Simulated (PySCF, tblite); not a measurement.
C5H3OP.
InChI=1S/C5H3OP/c7-4-5-2-1-3-6-5/h1-3H

The calculation used B3LYP/def2-SVPD in PySCF (dipole) on a GFN2-xTB geometry, gas phase.

Take the most abundant isotopes and a rigid rotor. 

Question: Give the principal moments of inertia and the rotational constants in cm⁻¹.

Answer: Ia = 54.37, Ib = 423.43, Ic = 477.80 u·Å²; 505379 MHz·u·Å²/I gives 9296, 1194 and 1058 MHz, that is A = 0.31008, B = 0.03981, C = 0.03528 cm⁻¹.

Question: What kind of rotor is it?

Answer: A near-prolate asymmetric top: κ = (2 × 1194 − 9296 − 1058)/(9296 − 1058) = -0.97.

Question: What does the inertial defect say?

Answer: Planar: Δ = Ic − Ia − Ib = 0.00 u·Å². For a rigid frame Δ = −2 Σ m c², so it vanishes when all atoms lie in the ab plane; here none is more than 0.01 Å from it.

Question: List the rotational levels J(Ka,Kc) to J = 4 (cm⁻¹).

Answer: Above 0(0,0):
J = 1: 1(0,1) 0.0751, 1(1,1) 0.3454, 1(1,0) 0.3499
J = 2: 2(0,2) 0.2252, 2(1,2) 0.4910, 2(1,1) 0.5046, 2(2,1) 1.3154, 2(2,0) 1.3155
J = 3: 3(0,3) 0.4503, 3(1,3) 0.7095, 3(1,2) 0.7367, 3(2,2) 1.5407, 3(2,1) 1.5410, 3(3,1) 2.9034, 3(3,0) 2.9034
J = 4: 4(0,4) 0.7501, 4(1,4) 1.0007, 4(1,3) 1.0460, 4(2,3) 1.8410, 4(2,2) 1.8419, 4(3,2) 3.2039, 4(3,1) 3.2039, 4(4,1) 5.1115, 4(4,0) 5.1115
The levels of one J sum to (2J + 1)J(J + 1)(A + B + C)/3.

Question: Which lines would a microwave search look for?

Answer: The dipole components are |μa| = 1.99 D, |μb| = 0.77 D, |μc| = 0.00 D; the mirror of this Cs structure is the ab plane, so μc vanishes by symmetry and there are no c-type lines. The squared components, which scale the intensities, stand as 1.00 : 0.15 (a : b). Some lines, for components of 0.1 D or more:

| type | branch | J(Ka,Kc) | MHz | lower level (cm⁻¹) |
| --- | --- | --- | --- | --- |
| a | Q | 2(1,1) ← 2(1,2) | 407 | 0.491 |
| a | Q | 3(1,2) ← 3(1,3) | 815 | 0.709 |
| a | R | 1(0,1) ← 0(0,0) | 2251 | 0.000 |
| a | R | 2(1,2) ← 1(1,1) | 4367 | 0.345 |
| a | R | 2(0,2) ← 1(0,1) | 4501 | 0.075 |
| a | R | 2(1,1) ← 1(1,0) | 4638 | 0.350 |
| a | R | 3(1,3) ← 2(1,2) | 6549 | 0.491 |
| a | R | 3(2,2) ← 2(2,1) | 6754 | 1.315 |
| a | R | 3(2,1) ← 2(2,0) | 6761 | 1.315 |
| a | R | 3(1,2) ← 2(1,1) | 6956 | 0.505 |
| b | Q | 1(1,0) ← 1(0,1) | 8238 | 0.075 |
| b | Q | 2(1,1) ← 2(0,2) | 8376 | 0.225 |
| b | Q | 3(1,2) ← 3(0,3) | 8585 | 0.450 |
| b | R | 1(1,1) ← 0(0,0) | 10354 | 0.000 |
| b | R | 2(1,2) ← 1(0,1) | 12469 | 0.075 |
| b | R | 3(1,3) ← 2(0,2) | 14517 | 0.225 |
| b | Q | 3(2,1) ← 3(1,2) | 24113 | 0.737 |
| b | Q | 2(2,0) ← 2(1,1) | 24309 | 0.505 |
| b | Q | 2(2,1) ← 2(1,2) | 24715 | 0.491 |
| b | Q | 3(2,2) ← 3(1,3) | 24920 | 0.709 |
| b | R | 2(2,1) ← 1(1,0) | 28946 | 0.350 |
| b | R | 2(2,0) ← 1(1,1) | 29083 | 0.345 |
| b | R | 3(2,1) ← 2(1,2) | 31477 | 0.491 |
| b | Q | 3(3,1) ← 3(2,2) | 40853 | 1.541 |
| b | R | 3(3,0) ← 2(2,1) | 47607 | 1.315 |

Question: Estimate the classical rotational partition function at 10 K, 25 K and 298.15 K.

Answer: Point group Cs, symmetry number σ = 1; q = (√π/σ)·√((kT/h)³/(ABC)), k/h = 20836.6 MHz/K: 1560 at 10 K, 6150 at 25 K, 253000 at 298.15 K.

Its GFN2-xTB frequencies are all real (lowest 105 cm⁻¹). Zero-point vibration and centrifugal distortion are left out.
